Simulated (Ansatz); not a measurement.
Reaction (ligand exchange at the Si–C bond): `B[SiH2]C#N` + `N[SiH2]F` → `B[SiH2]N[SiH2]F` + `C#N`

Computed with Ansatz on PBE0-D4/def2-TZVP structures; ΔE is electronic, products minus reactants. CCSD(T)/CBS adds triple-zeta CCSD(T) − MP2 to the extrapolated MP2 energy (def2 sets, frozen cores). This one scheme is used for every species. Functionals use def2-TZVPP. Each species was taken in one conformer, which may not be the lowest.

```tsv
level	ΔE (kJ/mol)
PBE-D4	-1.7
ωB97M-V	-6.0
```

Question: What does CCSD(T)/CBS give? (An estimate is asked.)

Answer: Computed: -2.8 kJ/mol. The listed levels differ from it by 1.1, -3.2 kJ/mol.

Largest T1 diagnostic among the species: 0.014.

At CCSD(T), def2-SVP lies −10.2 kJ/mol from the extrapolated value and def2-TZVPP −0.3 kJ/mol. Leaving LDA and LC-ωPBE aside and taking each functional with its dispersion term where it has one, the values, not all of them listed here, spread over 10.8 kJ/mol, from ωB97M-V to B2PLYP. LDA lies −22.8 kJ/mol from PBE without D4.
